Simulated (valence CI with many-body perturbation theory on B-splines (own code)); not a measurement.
**P I: configurations and terms from energies and g**

Level of theory: relativistic CI+MBPT: five valence electrons over a frozen Dirac-Fock core [Ne], a basis of 10 s, 10 p, 9 d, 7 f, 4 g, 2 h functions for each j, with the one-electron correlation potential Σ1, the two-electron term Σ2, the three-electron term Σ3, Breit, model QED; selected CI, second order for the rest, scaled by the run's own slope (own B-spline code, finite nucleus).

Against 25 measured levels this calculation errs by 60 cm⁻¹ on average and by 174 at most. These come from a selection out of the NIST Handbook of Basic Atomic Spectroscopic Data. Levels without a partner in it may be off by more. Among the levels kept, up to 1300 cm⁻¹ of a level comes from second order outside the variational space, and about a tenth of that is noise between levels of different J, which matters for small intervals.

```tsv
No.	J	Parity	E (cm⁻¹)	g
1	3/2	odd	0.0	2.002
2	5/2	odd	11445	1.200
3	3/2	odd	11466	0.800
4	1/2	odd	18896	0.666
5	3/2	odd	18920	1.333
6	1/2	even	55915	2.667
7	3/2	even	56075	1.734
8	5/2	even	56306	1.601
9	1/2	even	57854	0.669
10	3/2	even	58159	1.335
14	1/2	odd	64196	2.001
15	5/2	even	65208	1.201
16	3/2	even	65234	0.800
17	1/2	odd	65333	0.007
```

Energies count from the lowest level. Strongly mixed levels and levels close to another of their J and parity are left out, so the numbers can have gaps.

Question: Give configuration and LS term of each level.

Answer: 1: 3s²3p³ ⁴S°; 2: 3s²3p³ ²D°; 3: 3s²3p³ ²D°; 4: 3s²3p³ ²P°; 5: 3s²3p³ ²P°; 6: 3s²3p²4s ⁴P; 7: 3s²3p²4s ⁴P; 8: 3s²3p²4s ⁴P; 9: 3s²3p²4s ²P; 10: 3s²3p²4s ²P; 14: 3s²3p²4p ²S°; 15: 3s²3p²4s ²D; 16: 3s²3p²4s ²D; 17: 3s²3p²4p ⁴D°.
